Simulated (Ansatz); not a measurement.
H$_{2}$Se, triplet, at the geometry of the source list (a higher spin typed on purpose: for a closed-shell molecule this is an excited state); R2SCAN/def2-SVP in Ansatz (an electronic-structure program).

Ansatz was given this input:
Ansatz 0.2 input:
```yaml
crystal:
  periodic: [false, false, false]
  atoms:
    - {symbol: Se, position_ang: [-0.00260000, 0.66900000, 0.00000000]}
    - {symbol: H, position_ang: [-1.03130000, -0.33780000, 0.00000000]}
    - {symbol: H, position_ang: [1.03390000, -0.33120000, -0.00000000]}
basis:
  gaussian:
    orbitals: def2-SVP
hamiltonian:
  xc: r2scan
magnetization: {spin_polarized: true, initial_magnetization: 2}
accuracy: high
```

What does Ansatz print? Leave out banner, timings and long lists.


```
Functional definition: r2SCAN
731 factors; integrals over basis functions are off by at most 4.9e-9 eV
mean field evaluation 1: about -65368.4194 eV, gradient 7.0e0 eV
mean field evaluation 2: about -65368.6248 eV, gradient 4.2e0 eV
mean field evaluation 4: about -65368.6720 eV, gradient 2.0e-1 eV
mean field evaluation 8: about -65368.6655 eV, gradient 1.3e-2 eV
mean field evaluation 16: about -65368.6655 eV, gradient 4.0e-6 eV
mean field evaluation 32: about -65368.6655 eV, gradient 3.9e-2 eV
mean field -65368.66548716 eV, -2402.2541481802 hartree, gradient 1.8e-8 eV, S^2 2.005221; 3 other end points of the search recorded, 0 dependent functions left out
reference -65368.66548840 eV, -2402.2541482259 hartree; 19, 17 occupied and 23, 25 virtual orbitals, 731 factors
Total energy: -65368.66548840 eV, -2402.2541482259 hartree
```
